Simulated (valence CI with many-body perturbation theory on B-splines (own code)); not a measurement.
**Level structure of Eu⁵⁶⁺**

Method: valence CI with perturbative core correlation (CI+MBPT): five valence electrons over a frozen Dirac-Fock core [He], a basis of 9 s, 9 p, 8 d, 6 f, 3 g, 1 h functions for each j, with the one-electron correlation potential Σ1, the two-electron term Σ2, the three-electron term Σ3, Breit, model QED; selected CI, second order for the rest (own B-spline code, finite nucleus).

The last digits are not significant, and no measured levels were compared; by estimate large intervals hold to a few tenths of a per cent, small ones and those within an open d or f shell to about a per cent. Among the levels kept, up to 1200 cm⁻¹ of a level comes from second order outside the variational space, and about a tenth of that is noise between levels of different J, which matters for small intervals.

Levels 1 to 45 of 75, with energies above the lowest level, (2s^2 2p1/2^2 2p3/2) J=3/2. "Leading %" is the weight of the configuration and term that name the level; weights of strongly mixed levels are sums over their largest components and can fall short. In the jj column 3d3/2^4 stands for four electrons in 3d with j = 3/2. Lifetimes count E1, E2, E3, M1 and M2 decay at the calculated energies, and are blank where another channel may lead or the interval is too uncertain; long ones can be off by a factor of two.

```tsv
No.	Configuration	Term	J	E (eV)	Leading %	Lifetime	Second component	Leading jj
1	2s²2p³	²P°	3/2	0.0	48		27 % 2s²2p³ ²D°	2s^2 2p1/2^2 2p3/2 (100 %)
2	2s²2p³	⁴S°	3/2	657.5	55	362 ps	45 % 2s²2p³ ²D°	2s^2 2p1/2 2p3/2^2 (100 %)
3	2s²2p³	²D°	5/2	679.5	100	2.12 ns		2s^2 2p1/2 2p3/2^2 (100 %)
4	2s²2p³	²P°	1/2	719.7	100	608 ps		2s^2 2p1/2 2p3/2^2 (100 %)
5	2s2p⁴	⁴P	5/2	928.8	72	1.45 ps	28 % 2s2p⁴ ²D	2s 2p1/2^2 2p3/2^2 (100 %)
6	2s2p⁴	²S	1/2	1013.8	63	375 fs	28 % 2s2p⁴ ⁴P	2s 2p1/2^2 2p3/2^2 (99 %)
7	2s2p⁴	²P	3/2	1015.3	49	209 fs	36 % 2s2p⁴ ²D	2s 2p1/2^2 2p3/2^2 (99 %)
8	2s²2p³	²P°	3/2	1378.7	52	109 ps	28 % 2s²2p³ ²D°	2s^2 2p3/2^3 (99 %)
9	2s2p⁴	⁴P	3/2	1609.2	83	434 fs	12 % 2s2p⁴ ²D	2s 2p1/2 2p3/2^3 (100 %)
10	2s2p⁴	²D	5/2	1646.3	72	430 fs	28 % 2s2p⁴ ⁴P	2s 2p1/2 2p3/2^3 (100 %)
11	2s2p⁴	²P	1/2	1694.9	63	167 fs	36 % 2s2p⁴ ⁴P	2s 2p1/2 2p3/2^3 (99 %)
12	2s2p⁴	²D	3/2	1704.9	53	168 fs	46 % 2s2p⁴ ²P	2s 2p1/2 2p3/2^3 (100 %)
13	2p⁵	²P°	3/2	2004.5	99	144 fs		2p1/2^2 2p3/2^3 (99 %)
14	2s2p⁴	⁴P	1/2	2369.4	36	195 fs	36 % 2s2p⁴ ²S	2s 2p3/2^4 (99 %)
15	2p⁵	²P°	1/2	2686.9	100	107 fs		2p1/2 2p3/2^4 (100 %)
16	2s²2p²3s	⁴P	1/2	6329.6	47	9.94 fs	31 % 2s²2p²3s ²S	2s^2 2p1/2^2 3s (100 %)
17	2s²2p²3p	²P°	1/2	6411.8	45	867 fs	39 % 2s²2p²3p ⁴D°	2s^2 2p1/2^2 3p1/2 (100 %)
18	2s²2p²3p	²P°	3/2	6620.4	34	904 fs	21 % 2s²2p²3p ⁴D°	2s^2 2p1/2^2 3p3/2 (100 %)
19	2s²2p²3d	²D	3/2	6696.2	42	7.58 fs	33 % 2s²2p²3d ⁴F	2s^2 2p1/2^2 3d3/2 (100 %)
20	2s²2p²3d	²D	5/2	6759.5	35	1.40 fs	19 % 2s²2p²3d ⁴D	2s^2 2p1/2^2 3d5/2 (100 %)
21	2s²2p²3s	⁴P	3/2	6997.0	88	14.5 fs	10 % 2s²2p²3s ²P	2s^2 2p1/2 2p3/2 3s (100 %)
22	2s²2p²3s	²P	1/2	7005.5	67	6.80 fs	33 % 2s²2p²3s ⁴P	2s^2 2p1/2 2p3/2 3s (100 %)
23	2s²2p²3s	²D	5/2	7015.6	64	13.6 fs	36 % 2s²2p²3s ⁴P	2s^2 2p1/2 2p3/2 3s (100 %)
24	2s²2p²3s	²D	3/2	7021.0	63	7.23 fs	35 % 2s²2p²3s ²P	2s^2 2p1/2 2p3/2 3s (100 %)
25	2s²2p²3p	⁴P°	1/2	7078.4	48	1.26 ps	28 % 2s²2p²3p ⁴D°	2s^2 2p1/2 2p3/2 3p1/2 (100 %)
26	2s²2p²3p	⁴D°	3/2	7084.4	56	1.18 ps	22 % 2s²2p²3p ²D°	2s^2 2p1/2 2p3/2 3p1/2 (100 %)
27	2s²2p²3p	²F°	5/2	7097.4	48	880 fs	31 % 2s²2p²3p ²D°	2s^2 2p1/2 2p3/2 3p1/2 (100 %)
28	2s²2p²3p	²P°	3/2	7128.9	42	411 fs	26 % 2s²2p²3p ²D°	2s^2 2p1/2 2p3/2 3p1/2 (99 %)
29	2s2p³3s	⁴P°	5/2	7229.0	43	21.9 fs	26 % 2s2p³3s ⁶S°	2s 2p1/2^2 2p3/2 3s (90 %)
30	2s2p³3s	²P°	3/2	7254.2	31	8.63 fs	25 % 2s2p³3s ⁴S°	2s 2p1/2^2 2p3/2 3s (92 %)
31	2s²2p²3p	²P°	1/2	7279.1	33	78.5 fs	29 % 2s²2p²3p ⁴P°	2s^2 2p1/2 2p3/2 3p3/2 (89 %)
32	2s²2p²3p	⁴D°	5/2	7283.5	50	172 fs	29 % 2s²2p²3p ⁴P°	2s^2 2p1/2 2p3/2 3p3/2 (91 %)
33	2s²2p²3p	²D°	3/2	7288.6	53	645 fs	22 % 2s²2p²3p ⁴P°	2s^2 2p1/2 2p3/2 3p3/2 (99 %)
34	2s²2p²3p	²F°	7/2	7295.7	64	787 fs	36 % 2s²2p²3p ⁴D°	2s^2 2p1/2 2p3/2 3p3/2 (100 %)
35	2s²2p²3p	⁴S°	3/2	7304.5	20	39.3 fs	13 % 2s²2p²3p ²P°	2s^2 2p1/2 2p3/2 3p3/2 (60 %)
36	2s2p³3s	⁴D°	1/2	7311.3	24	10.7 fs	20 % 2s2p³3s ²P°	2s 2p1/2^2 2p3/2 3s (69 %)
37	2s²2p²3p	²D°	5/2	7319.4	63	628 fs	17 % 2s²2p²3p ²F°	2s^2 2p1/2 2p3/2 3p3/2 (98 %)
38	2s2p³3p	⁴P	3/2	7322.5	29	7.26 fs	23 % 2s2p³3p ⁶P	2s 2p1/2^2 2p3/2 3p1/2 (98 %)
39	2s2p³3p	²D	5/2	7323.4	24	2.98 fs	18 % 2s2p³3p ⁴D	2s 2p1/2^2 2p3/2 3p1/2 (97 %)
40	2s2p³3s	²P°	3/2	7328.1	19	25.4 fs	13 % 2s2p³3s ⁴S°	2s 2p1/2^2 2p3/2 3s (66 %)
41	2s²2p²3p	²P°	1/2	7342.4	69	42.8 fs	7 % 2s2p³3s ⁴D°	2s^2 2p1/2 2p3/2 3p3/2 (80 %)
42	2s²2p²3d	⁴F	3/2	7365.2	43	3.86 fs	27 % 2s²2p²3d ²P	2s^2 2p1/2 2p3/2 3d3/2 (98 %)
43	2s²2p²3d	⁴F	5/2	7367.4	53	13.4 fs	39 % 2s²2p²3d ²F	2s^2 2p1/2 2p3/2 3d3/2 (98 %)
44	2s²2p²3d	⁴D	1/2	7369.9	78	6.96 fs	14 % 2s²2p²3d ²P	2s^2 2p1/2 2p3/2 3d3/2 (99 %)
45	2s²2p²3d	²G	7/2	7382.3	51	178 fs	25 % 2s²2p²3d ²F	2s^2 2p1/2 2p3/2 3d3/2 (97 %)
```

The ionisation energy to 2s²2p² ³P0 of the next ion comes out as 11739 eV (NIST: 11739 ± 5 eV (theoretical)). All 75 levels together are meant to be complete up to 7685.3 eV.
